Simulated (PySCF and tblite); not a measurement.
Results of a calculation; reference values are marked as such.
**Barrier and rate of a rotation**

System: C3H5BF2Ge, numbered as in [F:1][B:2]([F:3])[C:4]1=[CH:5][GeH2:6][CH2:7]1.

Motion: rotation about the B2–C4 bond (torsion F1–B2–C4–C5 from 0° to 180°, rising). The path came from a restrained scan, a climbing-image band and a saddle search at GFN2-xTB; energies are PBE0/pcSseg-1 + D3(BJ)//GFN2-xTB, thermal terms GFN2-xTB. Rate constants are transition-state-theory values, counting equivalent paths, without tunnelling. Run with tblite and PySCF.

| point | symmetry | E(GFN2) kcal/mol | E(DFT) kcal/mol | ZPE change kcal/mol | lowest mode cm⁻¹ | dipole D |
| --- | --- | --- | --- | --- | --- | --- |
| start | Cs | 0.0 | 0.0 | 0.00 | 52 | 2.20 |
| saddle | Cs | 3.0 | 4.4 | -0.12 | 55i | 1.84 |
| end | Cs | 0.0 | 0.0 | 0.00 | 52 | 2.20 |

```
Electronic barrier                                      : 4.4 kcal/mol
Barrier with zero-point energy                          : 4.2 kcal/mol
ΔH‡ (298 K)                                             : 3.8 kcal/mol
ΔS‡ (298 K, symmetry apart)                             : -3.3 cal/(mol K)
Paths                                                   : 2 equivalent paths
End point                                               : the same structure with atoms interchanged, or its mirror image
Mean lifetime of the start against this motion at 298 K : 240 ps
Cost                                                    : 43 s on 1 thread of Intel Xeon Platinum 8488C (shared host) (rough), peak memory 0.74 GiB, launched as `OMP_NUM_THREADS=1 python ens_run.py task.json out`
```

| T/K | ΔG‡ kcal/mol | k s⁻¹ |
| --- | --- | --- |
| 150 | 4.4 | 2.3×10⁶ |
| 200 | 4.5 | 9.9×10⁷ |
| 250 | 4.6 | 9.6×10⁸ |
| 298 | 4.7 | 4.2×10⁹ |
| 350 | 4.9 | 1.3×10¹⁰ |
| 400 | 5.0 | 3.1×10¹⁰ |
| 500 | 5.3 | 1×10¹¹ |

ΔG and ΔG‡ leave out symmetry numbers and mirror images; rates count paths: 2 out.

Spin–orbit effects of heavy atoms on shieldings are missing.
